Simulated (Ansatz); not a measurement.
A nudged elastic band was laid between two geometries of BCl2H + CH4 (9 atoms, charge 0, multiplicity 1).

The calculation used RKS PBE-D4/def2-SVP in Ansatz 0.2.0.

```json
{"movable images": "7", "climbing image": "yes", "spring": "5.0 eV/Å²", "optimiser": "quadratic models (default)", "start path": "through a guess of the saddle point", "force threshold": "0.03 eV/Å", "iteration limit": "60", "end points": "relaxed"}
```

Initial state:

```xyz
9
Properties=species:S:1:pos:R:3
B -1.922 -0.034 -0.294
H -2.125 -0.610 0.749
Cl -1.551 -0.952 -1.736
Cl -2.024 1.713 -0.357
H 0.739 -0.369 1.025
C 1.525 -0.023 0.326
H 2.395 0.336 0.909
H 1.833 -0.863 -0.326
H 1.131 0.803 -0.296
```

Final state:

```xyz
9
Properties=species:S:1:pos:R:3
B -0.480 0.485 -0.678
H -1.213 -1.554 1.492
Cl -1.373 -0.772 -1.543
Cl -1.352 1.965 -0.269
H -0.900 -1.327 2.156
C 1.033 0.315 -0.332
H 1.314 0.843 0.601
H 1.347 -0.744 -0.277
H 1.624 0.789 -1.149
```

Problem. What changes between the two ends?

Solution. Bonds broken: B1–H2, H5–C6. Bonds formed: B1–C6, H2–H5. BCl2H + CH4 becomes CH3BCl2 + H2.

Problem. Give the energies along the band, and the barrier.

Solution. It converged. The highest image is number 4 of 0 to 8, 1.35 eV above the first end and 1.24 eV above the last; the last end lies 0.11 eV above the first. A vibrational analysis at the climbing image gives one clearly imaginary mode, 1009i cm⁻¹: a first-order saddle point. The orbitals stay closed-shell, which can raise the energy where a bond breaks towards radicals; this wasn't checked here.

| image | path coordinate (Å) | energy (eV) | B1–H2 (Å) | H5–C6 (Å) | B1–C6 (Å) |
| --- | --- | --- | --- | --- | --- |
| 0 | 0.00 | 0.00 | 1.21 | 1.11 | 3.50 |
| 1 | 0.81 | 0.01 | 1.21 | 1.11 | 3.52 |
| 2 | 1.62 | 0.06 | 1.21 | 1.11 | 3.05 |
| 3 | 2.43 | 0.41 | 1.21 | 1.13 | 2.43 |
| 4 | 3.24 | 1.35 | 1.32 | 1.45 | 1.76 |
| 5 | 3.90 | 0.66 | 1.79 | 2.02 | 1.58 |
| 6 | 4.56 | 0.25 | 2.38 | 2.50 | 1.56 |
| 7 | 5.22 | 0.13 | 2.85 | 3.03 | 1.56 |
| 8 | 5.89 | 0.11 | 3.07 | 3.55 | 1.56 |

Problem. What is the geometry of the highest image?

Solution. 
```xyz
9
Properties=species:S:1:pos:R:3
B -0.802 0.025 -0.152
H -1.249 -0.689 0.859
Cl -1.203 -0.906 -1.653
Cl -1.451 1.699 0.077
H -0.153 -0.545 0.799
C 0.941 0.052 0.056
H 1.325 0.607 0.935
H 1.470 -0.912 -0.074
H 1.123 0.669 -0.846
```

Problem. What are the harmonic wavenumbers there?

Solution. 1009i, 165, 234, 236, 352, 640, 683, 811, 840, 857, 896, 1093, 1179, 1239, 1382, 1399, 2155, 2342, 2981, 3090, 3100 cm⁻¹.

Run time: 5.9 min on 2 threads of Arm Neoverse V1, on a shared host, peak memory 0.13 GiB.
